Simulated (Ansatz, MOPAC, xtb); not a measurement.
Potential energy curve for Re(O)3(OH), HO4Re, SMILES [O]=[Re](=[O])(=[O])[OH], singlet. The Re1–O5 bond (Re1 also carries O, O, O; O5 carries H) is stretched with both fragments frozen at the PBE0/def2-TZVP, def2 effective core potentials past Kr optimised geometry.

Levels of theory: RKS-BLYP = restricted BLYP/def2-TZVP, def2 effective core potentials past Kr (Ansatz, a program for electronic structure); UKS-BLYP = unrestricted BLYP/def2-TZVP, def2 effective core potentials past Kr run with Ansatz; PM7, restricted, heats of formation (MOPAC); UKS-PBE0 = unrestricted PBE0/def2-TZVP, def2 effective core potentials past Kr (Ansatz); GFN1-xTB (xtb).

Energies are in kcal/mol, each relative to the lowest point of its own curve near equilibrium.

```json
[
 {"R / Å": "1.48", "RKS-BLYP": "107.8", "UKS-BLYP": "107.8", "PM7": "99.9", "UKS-PBE0": "95.5", "GFN1-xTB": "47.7"},
 {"R / Å": "1.61", "RKS-BLYP": "36.1", "UKS-BLYP": "36.1", "PM7": "33.4", "UKS-PBE0": "28.7", "GFN1-xTB": "7.4"},
 {"R / Å": "1.71", "RKS-BLYP": "10.6", "UKS-BLYP": "10.6", "PM7": "9.4", "UKS-PBE0": "6.7", "GFN1-xTB": "0.0"},
 {"R / Å": "1.77", "RKS-BLYP": "3.2", "UKS-BLYP": "3.2", "PM7": "2.6", "UKS-PBE0": "1.3", "GFN1-xTB": "0.4"},
 {"R / Å": "1.82", "RKS-BLYP": "0.4", "UKS-BLYP": "0.4", "PM7": "0.1", "UKS-PBE0": "0.0", "GFN1-xTB": "2.4"},
 {"R / Å": "1.88", "RKS-BLYP": "0.0", "UKS-BLYP": "0.0", "PM7": "0.0", "UKS-PBE0": "1.3", "GFN1-xTB": "6.1"},
 {"R / Å": "1.96", "RKS-BLYP": "3.2", "UKS-BLYP": "3.2", "PM7": "3.6", "UKS-PBE0": "6.7", "GFN1-xTB": "12.7"},
 {"R / Å": "2.07", "RKS-BLYP": "11.9", "UKS-BLYP": "11.9", "PM7": "13.2", "UKS-PBE0": "18.2", "GFN1-xTB": "23.3"},
 {"R / Å": "2.22", "RKS-BLYP": "28.0", "UKS-BLYP": "28.0", "PM7": "30.5", "UKS-PBE0": "37.5", "GFN1-xTB": "39.1"},
 {"R / Å": "2.42", "RKS-BLYP": "51.3", "UKS-BLYP": "51.3", "PM7": "55.3", "UKS-PBE0": "64.4", "GFN1-xTB": "60.1"},
 {"R / Å": "2.64", "RKS-BLYP": "75.1", "UKS-BLYP": "75.1", "PM7": "80.0", "UKS-PBE0": "91.7", "GFN1-xTB": "81.8"},
 {"R / Å": "2.97", "RKS-BLYP": "102.2", "UKS-BLYP": "96.2", "PM7": "109.5", "UKS-PBE0": "104.1", "GFN1-xTB": "105.3"},
 {"R / Å": "3.36", "RKS-BLYP": "114.4", "UKS-BLYP": "101.8", "PM7": "135.0", "UKS-PBE0": "103.3", "GFN1-xTB": "118.7"},
 {"R / Å": "3.80", "RKS-BLYP": "119.9", "UKS-BLYP": "103.8", "PM7": "154.1", "UKS-PBE0": "103.6", "GFN1-xTB": "126.2"},
 {"R / Å": "4.42", "RKS-BLYP": "123.5", "UKS-BLYP": "104.9", "PM7": "171.0", "UKS-PBE0": "104.3", "GFN1-xTB": "—"},
 {"R / Å": "5.26", "RKS-BLYP": "125.7", "UKS-BLYP": "105.6", "PM7": "184.8", "UKS-PBE0": "105.0", "GFN1-xTB": "—"}
]
```

At the longest distance, 5.26 Å, PM7 lies highest above its minimum (184.8 kcal/mol) and UKS-PBE0 lowest (105.0 kcal/mol).

Dashes: no converged value, or the column stops at the first point that the program doubted or that broke a chosen test of continuity, which isn't proof of a fault.

The restricted form behind RKS-BLYP, PM7 keeps the bonding electrons paired and can't separate into open-shell fragments. The unrestricted determinant behind UKS-BLYP, UKS-PBE0 is spin-contaminated at 2.97 to 5.26 Å (<S²> up to 1.0, against 0.00 for a pure singlet).
